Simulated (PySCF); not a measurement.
## C5H4ClO: g tensor and hyperfine couplings

Compound: C₅H₄ClO (doublet state).
Z-matrix (Å and degrees, GFN2-xTB geometry), rows numbered from 1:
```
Cl
C   1  1.7173
C   2  1.3010  1  126.55
C   3  1.4654  2  128.54  1   179.90
C   4  1.5219  3  105.66  2    -0.03
C   5  1.3236  4  122.81  3     0.09
O   6  1.3587  5  126.38  4    -0.01
H   4  1.0961  3  111.48  2  -119.82
H   4  1.0960  3  111.48  2   119.78
H   5  1.0774  4  116.73  3  -179.87
H   6  1.0809  5  123.14  4   179.98
```

As a line formula: `ClC1=[C]CC=CO1` [radical].

Theory: UKS B3LYP, pcH-1 on C Cl H O, non-relativistic, mean-field spin-orbit, GIAO in PySCF 2.14.0. Isolated species at its GFN2-xTB geometry, gas phase. Couplings are sensitive to structure, and on GFN2-xTB geometries they can be far from those on DFT ones. The SCF solution wasn't tested for stability.

```
g1, g2, g3                      : 2.00040, 2.00128, 2.00377
g_iso                           : 2.00182
Form of g                       : rhombic: the two nearest values differ by 26 % of g3 − g1
⟨S²⟩                            : 0.7597 (exact 0.7500)
α and β electrons               : 30, 29
HOMO–LUMO gap, α and β orbitals : 6.10, 3.20 eV
Total energy                    : -728.24227 Eh
```

Isotropic coupling and dipolar principal values T1 to T3, in G (MHz turned into gauss with g_iso; 10 G = 1 mT):

| atom | isotope | a_iso | of which spin–orbit | T1 | T2 | T3 | Mulliken spin population |
| --- | --- | --- | --- | --- | --- | --- | --- |
| Cl1 | 35Cl | 2.8 | 0.1 | -3.4 | -1.8 | 5.3 | 0.02 |
| C2 | 13C | 2.4 | 0.0 | -7.7 | 0.2 | 7.5 | -0.11 |
| C3 | 13C | 139.1 | 0.0 | -28.4 | -20.3 | 48.8 | 1.00 |
| C4 | 13C | 3.5 | 0.0 | -2.2 | -1.7 | 4.0 | -0.03 |
| C5 | 13C | 15.0 | 0.0 | -2.3 | -2.1 | 4.5 | 0.05 |
| C6 | 13C | 0.4 | 0.0 | -0.7 | 0.1 | 0.7 | -0.01 |
| O7 | 17O | 0.0 | 0.0 | -8.5 | 3.4 | 5.1 | 0.04 |
| H8 | 1H | 6.9 | 0.0 | -2.4 | -1.8 | 4.2 | 0.01 |
| H9 | 1H | 6.8 | 0.0 | -2.4 | -1.8 | 4.2 | 0.01 |
| H10 | 1H | 8.3 | 0.0 | -1.4 | -0.6 | 1.9 | 0.01 |
| H11 | 1H | 3.6 | 0.0 | -0.6 | -0.3 | 0.9 | 0.00 |

The largest Mulliken spin populations are on C3 (+1.00) and C2 (-0.11). No atom but C3 exceeds +0.15.

Axes: g1 points within 15° of the C2–C3 bond.

Under fast tumbling the dipolar parts average out, and these isotropic splittings remain: 1 × 1H (H10, I = 1/2, 2 lines) with 0.83 mT, 2 × 1H (H8/H9, I = 1/2, 3 lines) with 0.68 mT, 1 × 1H (H11, I = 1/2, 2 lines) with 0.36 mT and 1 × 35Cl (Cl1, I = 3/2, 4 lines) with 0.28 mT.

Means are taken over nuclei equivalent by connectivity, which assumes that they swap fast.

Main isotope only: 35Cl (natural samples also hold 24 % 37Cl, magnetic too, which adds its own pattern).

The 13C coupling of C3 (389.8 MHz) shows only in satellite lines or after enrichment, since that isotope makes up about 1.07 % of natural carbon.
